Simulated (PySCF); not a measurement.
Level of theory: PySCF 2.14.0 with PBE-D3(BJ)/def2-TZVP // M06-2X/def2-TZVP. All species are isolated molecules in the gas phase. 

Reference species (SMILES): `BCl` (neutral, multiplicity 1).

```yaml
LUMO: -2.84 eV
HOMO: -7.28 eV
```

Changed species: `[GeH3][BH2]` (X = germyl; the reference has X = chloro).

**Question.** Give the shifts of the LUMO and HOMO.

**Answer.** the LUMO decreases by 0.58 eV, to -3.42 eV; the HOMO rises by 0.14 eV, to -7.14 eV.
